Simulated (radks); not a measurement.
Results of a calculation; reference values are marked as such.
Question: Orbital eigenvalues (eV) of the molybdenum ion Mo+, [Kr] 4d5, of relativity; Dirac values are averaged over j with weights 2j + 1. Spin-unpolarised spherical Kohn-Sham, PBEsol, point nucleus unless stated (finite: rms radius 4.4091 fm), a radial shooting solver on a logarithmic mesh with Libxc functionals. A level marked "c x" has the speed of light scaled by that factor and shares open shells by 2j + 1; other Dirac levels either fill j = l - 1/2 first or share by 2j + 1.

| shell | non-rel. |
|---|---|
| 1s | -19320 |
| 2s | -2688.4 |
| 2p | -2477.2 |
| 3s | -461.01 |
| 3p | -379.83 |
| 3d | -230.95 |
| 4s | -67.369 |
| 4p | -44.378 |
| 4d | -10.561 |

Give the values at the level "Dirac, c x 10".

Answer: 
shell  Dirac, c x 10  change of magnitude (%)
1s            -19325                    +0.02
2s           -2689.5                    +0.04
2p           -2477.5                    +0.01
3s           -461.21                    +0.04
3p           -379.89                    +0.01
3d           -230.92                    -0.01
4s           -67.403                    +0.05
4p           -44.387                    +0.02
4d           -10.559                    -0.01
